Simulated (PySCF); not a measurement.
Tl²⁺ (thallium, charge +2): UHF calculation

Configuration: [Xe] 4f14 5d10 6s1, 2S determinant. Computed with PySCF 2.14 in x2c-QZVPPall (16s10p9d6f1g, 142 functions), with the spin-free X2C one-electron Hamiltonian (Gaussian nucleus).

| Property | Result |
| --- | --- |
| Total energy | -20242.924890 hartree |
| One-electron energy | -27672.0796 hartree |
| Hartree (Coulomb) energy | 7809.5997 hartree |
| Exchange energy | -380.4450 hartree |
| ⟨S²⟩ | 0.7513 |
| ⟨L²⟩ | 0.000 |
| Sum of ⟨r⟩ | 41.46 bohr |
| Sum of ⟨r²⟩ | 44.01 bohr² |
| Langevin diamagnetic susceptibility | -34.9 ×10⁻⁶ cm³/mol |

```csv
shell,electrons,mean orbital energy (eV),"rms radius, mean of both spins (bohr)"
1s α,1,-86020.6,0.0184
1s β,1,-86020.5,0.0184
2s α,1,-15484.8,0.0743
2s β,1,-15484.7,0.0743
2p α,3,-13382.6,0.0684
2p β,3,-13382.6,0.0684
3s α,1,-3780.9,0.189
3s β,1,-3780.8,0.189
3p α,3,-3163.4,0.192
3p β,3,-3163.4,0.192
3d α,5,-2491.3,0.176
3d β,5,-2491.3,0.176
4s α,1,-896.14,0.416
4s β,1,-895.97,0.416
4p α,3,-689.33,0.443
4p β,3,-689.27,0.443
4d α,5,-435.87,0.471
4d β,5,-435.85,0.471
5s α,1,-170.59,0.943
5s β,1,-170.22,0.943
4f α,7,-156.45,0.510
4f β,7,-156.42,0.510
5p α,3,-111.46,1.08
5p β,3,-111.37,1.08
5d α,5,-40.643,1.45
5d β,5,-40.259,1.45
6s α,1,-28.415,2.48
```

Spin-orbit coupling, which splits the p, d and f shells strongly at this Z, is absent.

Densities and radii are taken from the X2C orbitals without a picture-change correction, which distorts them close to the nucleus.
